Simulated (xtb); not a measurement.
xtb input:

```bash
xtb mol.xyz --gfn 1 --sp --chrg -1 --uhf 0
```
mol.xyz:
```
14

Si    -0.26682545    -0.07761902    -1.21712439
N     -1.41905552     0.74388624    -0.05005763
Si    -2.26084849    -0.07414711     1.17620804
N      1.38231310     0.48592388    -0.64525990
Si     2.49244555    -0.51407112     0.16036731
H     -0.40597029     0.98150560    -2.32921751
H     -1.41589293     1.75440610     0.01642152
H     -1.43528151    -0.74331081     2.22948305
H     -3.16902344    -1.14315122     0.67066117
H     -3.12740004     0.89760618     1.92279581
H      1.58352660     1.47809702    -0.61979567
H      2.05813151    -1.07880222     1.47596369
H      2.92379715    -1.69845090    -0.63633004
H      3.73850751     0.26515073     0.46492736
```

Q: What final total energy does it print?

A: -17.11985 Eh (GFN1-xTB).

It need not be the lowest isomer of its formula. Whether it binds its extra electron was not tested at this geometry.
